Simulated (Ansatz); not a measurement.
Job for Ansatz (a quantum-chemistry and plane-wave program): U-CCSD(T)/def2-TZVPP on O2 (SMILES O=O).

Ansatz 0.2 input:
```yaml
crystal:
  periodic: [false, false, false]
  atoms:
    - {symbol: O, position_ang: [0.00000000, -0.00000000, 0.60215214]}
    - {symbol: O, position_ang: [-0.00000000, 0.00000000, -0.60215214]}
basis:
  gaussian:
    orbitals: def2-TZVPP
magnetization: {spin_polarized: true, initial_magnetization: 2}
correlation: {method: ccsd_t, electrons: outside_noble_gas}
scf: {omitted_lower_state_checks: [cluster_reference]}
```

Give the final energy of this run.

-150.1348 hartree (reference determinant -149.6838, T1 diagnostic 0.017).
